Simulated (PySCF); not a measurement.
Two species compared at the same levels of theory.

First species: CH7NO2Si.
InChI=1S/CH7NO2Si/c1-2-5(3)4/h2-5H,1H3

Second species: C4H3F2N3OS.
Structure used (PBE0-D3(BJ)/def2-SVP), in Å, numbered top down from 1:
```xyz
14
C4H3F2N3OS angstrom
N     -0.7552    2.5161    0.1037
C     -1.6035    1.6158   -0.1776
C     -1.3730    0.1644   -0.2916
N     -2.3640   -0.6524   -0.5788
S     -1.7890   -2.1842   -0.6202
N     -0.2146   -1.8421   -0.2652
C     -0.1302   -0.5515   -0.1183
O      1.0140    0.0922    0.1645
C      2.1538   -0.6735    0.3676
F      3.1795    0.1525    0.2165
F      2.1542   -1.1378    1.6159
H      0.1764    2.1161    0.2554
H     -2.6506    1.9026   -0.3636
H      2.2073   -1.5142   -0.3409
```

Levels: wB97X-D/def2-SVPD for dipole moment, HOMO energy, LUMO energy, HOMO–LUMO gap, static isotropic polarisability and electronic spatial extent ⟨r²⟩ about the centre of nuclear charge; TDDFT wB97X-D/def2-SVPD for lowest singlet excitation; PBE0-D3(BJ)/def2-SVP for rotational constant A and rotational constant C. Geometries: PBE0-D3(BJ)/def2-SVP. All species are isolated and taken at one optimised geometry, non-relativistic unless stated. Electronic properties by PySCF.

The conformers computed, where there is a choice (atom-mapped SMILES and torsion angles):
- `[CH3:1][NH:2][SiH:3]([OH:4])[OH:5]`: C1–N2–Si3–O4 -118°, H–O4–Si3–N2 -139°, H–O5–Si3–N2 -46°
- `[H]/[N:1]=[CH:2]\[c:3]1[n:4][s:5][n:6][c:7]1[O:8][CH:9]([F:10])[F:11]`: N1–C2–C3–N4 179°, N6–C7–O8–C9 -3°, C7–O8–C9–F10 161°

Values for the first species:

```
Dipole moment                                                     : 1.84 D
HOMO energy                                                       : -8.95 eV
LUMO energy                                                       : 1.94 eV
HOMO–LUMO gap                                                     : 10.89 eV
Lowest singlet excitation                                         : 6.67 eV
Static isotropic polarisability                                   : 54.1 au
Electronic spatial extent ⟨r²⟩ about the centre of nuclear charge : 619 bohr²
Rotational constant A                                             : 6.726 GHz
Rotational constant C                                             : 2.088 GHz
```

Question: Estimate the same properties for the second species, and the change in each.

Answer: 
```tsv
property	first	second	second less first
dipole moment	1.84 D	2.78 D	+0.94 D
HOMO energy	-8.95 eV	-9.73 eV	-0.78 eV
LUMO energy	1.94 eV	-0.83 eV	-2.77 eV
HOMO–LUMO gap	10.89 eV	8.90 eV	-1.99 eV
lowest singlet excitation	6.67 eV	4.51 eV	-2.16 eV
static isotropic polarisability	54.1 au	91.9 au	+37.8 au
electronic spatial extent ⟨r²⟩ about the centre of nuclear charge	619 bohr²	1988 bohr²	+1369 bohr²
rotational constant A	6.726 GHz	1.387 GHz	-5.339 GHz
rotational constant C	2.088 GHz	0.512 GHz	-1.576 GHz
```

On the first: No computed singlet falls in the visible range (750 to 380 nm, 1.65 to 3.26 eV); S1 lies 3.41 eV above its blue end. The principal polarisabilities are 49.7, 50.9 and 61.7 au; their mean is the isotropic value.

On the second: The dipole equals about 9.3 × 10⁻³⁰ C·m (1 D = 3.33564 × 10⁻³⁰ C·m). S1 lies 4.39 eV below the HOMO–LUMO gap; its leading configuration is HOMO−1→LUMO, weight 0.77.
